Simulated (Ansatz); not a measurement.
Cartesian coordinates (Å):
SMILES: [OH][Ge]([OH])([OH])[CH2]C(F)(F)F
```xyz
14

O     -2.1870     0.1713     1.1459
Ge    -0.9897     0.2713    -0.1529
O     -1.3483     1.6966    -1.1394
O     -1.0819    -1.0842    -1.2941
C      0.7196     0.3811     0.8055
C      1.7933    -0.4926     0.2197
F      1.4023    -1.7939     0.1842
F      2.9320    -0.4507     0.9257
F      2.0905    -0.1409    -1.0443
H     -3.0934     0.2776     0.8260
H     -1.3180     1.4818    -2.0823
H     -0.5206    -1.8283    -1.0347
H      0.5400     0.0847     1.8483
H      1.0611     1.4258     0.7922
```
Charge 0, spin multiplicity 1.

**Question.** Give the LUMO, HOMO and total energy at the level CAM-B3LYP-D3(BJ)/def2-TZVP // B3LYP-D3(BJ)/def2-SVP (Ansatz, a quantum-chemistry and plane-wave program).

**Answer.** 
The LUMO is 0.85 eV and the HOMO comes out as -10.54 eV. The total energy is -2681.7688 Ha.
